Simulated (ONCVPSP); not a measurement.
**Wu-Cohen ONCV dataset for cobalt, scalar-relativistic all-electron reference.**

```
Element                 : Co (Z = 27)
Generator               : ONCVPSP 4.0.1
Type                    : optimised norm-conserving Vanderbilt (ONCV)
Functional              : Wu-Cohen
Relativity              : scalar-relativistic
Frozen core             : [Ne]
Valence charge          : 17
Reference configuration : 3s2 3p6 3d7.5 4s1.5
Partial waves           : 3s+4s: rc 1.68 bohr, ncon 4, nbas 7, qcut 8.4 1/bohr, 2 projectors; 3p: rc 0.92 bohr, ncon 5, nbas 8, qcut 11 1/bohr, 1 projector; 3d: rc 1.80 bohr, ncon 4, nbas 8, qcut 8.4 1/bohr, 1 projector
Local potential         : polynomial inside 0.66 bohr (lpopt 5, dvloc0 -1 Ha)
Core correction         : Teter function, fcfact 4, rcfact 1.2
```

- Cutoffs needed: 58 Ha and 197 Ha (the cutoffs (Ha) at which the residual kinetic energy of the hardest occupied pseudo-wave falls to 1 and 0.1 mHa per electron)
- Ghost test: no bound ghost flagged; GHOST(+) flagged for s at 197.8 eV
- Largest excitation error: -444 meV (all-electron minus pseudo) for 3s2 3p5 3d7 4s2, out of 4 test configurations
- rms error of d²Exc/dni dnj: 4.99 mHa without and 2.17 mHa with the model core
